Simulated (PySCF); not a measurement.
# `C=C=C[N+](C)(C)C`, [C6H12N]+, charge +1

Cartesian coordinates in Å; atom numbers follow the order of the lines, from 1:
```xyz
19

C     2.671    0.620   -0.252
C     1.451    0.813    0.164
C     0.254    1.061    0.625
N    -0.958    0.314    0.215
C    -1.917    1.279   -0.408
C    -1.575   -0.286    1.439
C    -0.640   -0.767   -0.760
H     3.342   -0.074    0.267
H     3.059    1.149   -1.130
H     0.044    1.847    1.357
H    -1.450    1.710   -1.301
H    -2.837    0.745   -0.675
H    -2.142    2.074    0.314
H    -2.488   -0.822    1.151
H    -0.853   -0.975    1.894
H    -1.820    0.516    2.145
H     0.058   -1.473   -0.296
H    -0.183   -0.323   -1.651
H    -1.574   -1.276   -1.027
```

Total charge +1.

Computed with PySCF 2.14.0, TDDFT CAM-B3LYP/aug-cc-pVDZ excited states, vertical, gas phase. Geometry: PBE0-D3(BJ)/def2-SVP.

(1) Give the one- and two-photon strengths of the lowest singlets.

Results:

(1) δ for parallel linear polarisation; σ at the peak of a Lorentzian of half width 0.1 eV, single beam; Ω is circular over linear.
```tsv
state	E (eV)	f	photon λ (nm)	δ (au)	σ (GM)	Ω	main
S1	5.83	0.000	425	0.17	0.00	1.50	HOMO→LUMO 0.86
S2	6.27	0.000	396	<0.1	0.00	–	HOMO−1→LUMO+1 0.88
S3	7.28	0.076	341	0.21	0.00	1.46	HOMO−1→LUMO 0.74, HOMO→LUMO+1 0.21
S4	7.88	0.021	315	17.3	0.39	1.50	HOMO→LUMO+2 0.72
S5	7.92	1.068	313	7.44	0.17	1.32	HOMO→LUMO+1 0.70, HOMO−1→LUMO 0.19
S6	8.07	0.044	307	29.9	0.71	0.95	HOMO−1→LUMO+2 0.64, HOMO−1→LUMO+3 0.23
```

Among these, the strongest one-photon state is S5, the strongest two-photon state S6.
